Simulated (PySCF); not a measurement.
# Optical rotation: `[Si@H]1(Cl)OC[C@H](C)O1`, C3H7ClO2Si

Molfile (atoms numbered from 1):
```
C3H7ClO2Si
     RDKit          3D

 14 14  0  0  0  0  0  0  0  0999 V2000
    1.6297    0.5766    0.1449 C   0  0  0  0  0  0  0  0  0  0  0  0
    0.5332   -0.1680   -0.6030 C   0  0  1  0  0  0  0  0  0  0  0  0
   -0.1204   -1.2597    0.2810 C   0  0  0  0  0  0  0  0  0  0  0  0
   -1.3428   -0.7673    0.7589 O   0  0  0  0  0  0  0  0  0  0  0  0
   -1.7664    0.6383    0.0377 Si  0  0  2  0  0  4  0  0  0  0  0  0
   -3.4699    0.5435   -0.9800 Cl  0  0  0  0  0  0  0  0  0  0  0  0
   -0.4890    0.7252   -0.9748 O   0  0  0  0  0  0  0  0  0  0  0  0
    1.2350    0.9618    1.0825 H   0  0  0  0  0  0  0  0  0  0  0  0
    2.4642   -0.0889    0.3492 H   0  0  0  0  0  0  0  0  0  0  0  0
    1.9780    1.4128   -0.4559 H   0  0  0  0  0  0  0  0  0  0  0  0
    0.9341   -0.6023   -1.5252 H   0  0  0  0  0  0  0  0  0  0  0  0
   -0.3144   -2.1698   -0.2944 H   0  0  0  0  0  0  0  0  0  0  0  0
    0.5149   -1.5047    1.1347 H   0  0  0  0  0  0  0  0  0  0  0  0
   -1.7868    1.7022    1.0222 H   0  0  0  0  0  0  0  0  0  0  0  0
  1  2  1  0
  2  3  1  0
  3  4  1  0
  4  5  1  0
  5  6  1  0
  5  7  1  0
  7  2  1  0
  1  8  1  0
  1  9  1  0
  1 10  1  0
  2 11  1  6
  3 12  1  0
  3 13  1  0
  5 14  1  1
M  END
```

Method used: PySCF, TDDFT PBE0/def2-SVPD circular dichroism and optical rotation, one conformer, gas phase. Geometry: GFN2-xTB.

States above about 8.2 eV lie in this functional's continuum (it starts at minus the energy of the highest occupied orbital, well below the true ionisation energy for most functionals) and depend on the basis.

Stereocentres: C2 S, Si5 S.

**Question.** Give the optical rotatory dispersion at 633, 589.3, 546, 436, 405, 365, 355 nm.

**Answer.** [α] in deg dm⁻¹ (g/mL)⁻¹:
| λ (nm) | origin-invariant length gauge | modified velocity gauge | length gauge (centre of mass) | isotropic polarisability (au) |
| --- | --- | --- | --- | --- |
| 633 | -26.6 | -21.9 | -26.4 | 76.8 |
| 589.3 | -31.1 | -25.7 | -30.9 | 77.0 |
| 546 | -37.0 | -30.5 | -36.7 | 77.3 |
| 436 | -62.8 | -52.1 | -62.2 | 78.5 |
| 405 | -75.4 | -62.7 | -74.8 | 79.1 |
| 365 | -98.8 | -82.5 | -98.0 | 80.0 |
| 355 | -106.5 | -89.1 | -105.6 | 80.3 |

**Question.** And for the mirror image at 589.3 nm?

**Answer.** +31.1 deg dm⁻¹ (g/mL)⁻¹ (origin-invariant length gauge): the same size and the opposite sign.

**Question.** What is the molar rotation [Φ] = [α]·M/100 of the geometry above at 589.3 nm?

**Answer.** With M = 138.62 g/mol, -43.2 deg cm² dmol⁻¹ (origin-invariant length gauge).

The first excitation lies at 7.56 eV (164 nm) with R = -5.4 × 10⁻⁴⁰ esu² cm² (velocity form).
